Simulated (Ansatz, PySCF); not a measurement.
Se, charge +1, quartet. Base run: REVPBE/def2-SVP (PySCF).

Here is a job for PySCF.
```python
from pyscf import gto, scf, dft

mol = gto.Mole()
mol.atom = '''
    Se    0.000000    0.000000    0.000000
'''
mol.basis = 'def2-svp'
mol.charge = 1
mol.spin = 3
mol.verbose = 3
mol.build()

mf = dft.UKS(mol)
mf.xc = 'revpbe'
mf.kernel()
```

The same geometry, method and basis name were run in Ansatz (a quantum-chemistry and plane-wave program) and PySCF, at each program's defaults and at the settings that a row names. The base is PySCF at its defaults. Differences at the defaults can come from grids, fitting, cores and function types together.

| code and settings | ΔE vs base (mEh) | basis functions | E (Eh) | SCF cycles |
|---|---|---|---|---|
| PySCF, defaults (exact integrals, its default grid, spherical functions) | 0.000 | 32 | -2400.64666 | 6 |
| Ansatz, defaults (factorised integrals, its default grid, spherical functions) | 0.000 | 32 | -2400.64666 | - |
| PySCF, density fitting with def2-universal-jkfit | -0.025 | 32 | -2400.64668 | 6 |
| PySCF, fine grid | 0.000 | 32 | -2400.64666 | 6 |
| Ansatz, high accuracy | 0.000 | 32 | -2400.64666 | - |

Open shells are given as the SCF converged; they aren't shown to be the lowest states, and a large step between rows can be another state.
